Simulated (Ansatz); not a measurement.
Input for Ansatz (a quantum-chemistry and plane-wave program): R-wB97X-V/def2-TZVPP on CH4GeS (SMILES [CH3][Ge][SH]), a point of a torsion scan.

Ansatz 0.2 input:
```yaml
crystal:
  periodic: [false, false, false]
  atoms:
    - {symbol: C, position_ang: [-0.91572599, -0.15387238, -0.01496692]}
    - {symbol: Ge, position_ang: [0.20494221, 1.53853118, -0.23503458]}
    - {symbol: S, position_ang: [2.23220133, 0.57347523, 0.18907115]}
    - {symbol: H, position_ang: [-0.53997187, -1.00104445, -0.59017149]}
    - {symbol: H, position_ang: [-1.95511321, 0.01229606, -0.29618909]}
    - {symbol: H, position_ang: [-0.89533067, -0.43925572, 1.03841169]}
    - {symbol: H, position_ang: [2.12809191, -0.28068422, -0.81907250]}
basis:
  gaussian:
    orbitals: def2-TZVPP
hamiltonian:
  xc: {name: wB97X-V}
scf: {lower_state_search: off}
```

The head of its log:

```
WARN ansatz: RAYON_NUM_THREADS=1 ignored (pool sized by the plan → 1); use --threads N
Functional definition: wB97X-V
these checks for a lower state are left out or cut short: stability, starts, cluster_reference, orbital_swaps, neighbouring_geometries, increment
integrals: 0.13 GiB planned
1096 factors; their error is unknown
integrals: 0.16 GiB planned
229 factors; integrals over basis functions are off by at most 1.1e-5 eV
mean field: 1.05 GiB planned
mean field evaluation 1: about -68445.1738 eV, gradient 4.2e1 eV
mean field evaluation 2: about -68446.5847 eV, gradient 3.6e1 eV
```

Q: What total energy does the run end on?

A: -2515.4692 hartree.
